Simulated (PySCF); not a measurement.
## Two-component Hartree-Fock for Te³⁺ (tellurium, charge +3)

Start: [Kr] 4d10 5s2 5p1; 5p3/2 filled at m_j = +3/2. Calculated with PySCF 2.14 in x2c-SVPall-2c: generalised Hartree-Fock with the X2C-1e Hamiltonian and a Gaussian nucleus; one run each with spin-orbit coupling (SO) screened by Boettger's factors, then bare. This is a chosen level, not necessarily the ground level.

| spinor shell | electrons | ε, screened SO (eV) | ε, bare SO (eV) | weight of nominal j (bare SO) | rms radius, bare SO (bohr) |
| --- | --- | --- | --- | --- | --- |
| 1s1/2 | 2 | -31998.7 | -31998.4 | 1.000 | 0.0318 |
| 2s1/2 | 2 | -5031.6 | -5031.5 | 1.000 | 0.130 |
| 2p1/2 | 2 | -4706.3 | -4714.6 | 1.000 | 0.112 |
| 2p3/2 | 4 | -4428.8 | -4425.4 | 1.000 | 0.117 |
| 3s1/2 | 2 | -1069.5 | -1069.5 | 1.000 | 0.343 |
| 3p1/2 | 2 | -933.90 | -935.47 | 1.000 | 0.335 |
| 3d3/2 | 4 | -643.31 | -644.87 | 1.000 | 0.320 |
| 3d5/2 | 6 | -632.51 | -631.49 | 1.000 | 0.323 |
| 4s1/2 | 2 | -225.44 | -225.44 | 1.000 | 0.816 |
| 4p1/2 | 2 | -176.23 | -176.54 | 1.000 | 0.860 |
| 4p3/2 | 4 | -166.24 | -166.12 | 1.000 | 0.885 |
| 4d3/2 | 4 | -85.649 | -85.860 | 0.993 | 1.04 |
| 4d5/2 | 6 | -84.223 | -84.087 | 0.995 | 1.05 |
| 5s1/2 | 2 | -46.677 | -46.679 | 1.000 | 2.08 |
| 5p3/2 | 1 | -35.972 | -35.958 | 1.000 | 2.45 |

Where does 3p3/2 lie, and what is the 3p spin-orbit splitting (bare SO)?

At -879.96 eV, 55.518 eV above 3p1/2.

| quantity | screened SO | bare SO |
| --- | --- | --- |
| E (hartree) | -6789.13250 | -6789.29369 |
| M_J | 3/2 | 3/2 |
| ⟨J²⟩ | 3.757 | 3.757 |
| ⟨L²⟩ | 2.022 | 2.024 |
| ⟨S²⟩ | 0.769 | 0.771 |

Each row is a mean over spinors that exchange with the open shell spreads, by up to 2.598 eV (5s1/2).

Breit and QED terms are absent; they matter most for the inner s and p1/2 levels.

Densities and radii are taken from the X2C orbitals without a picture-change correction, which distorts them close to the nucleus.
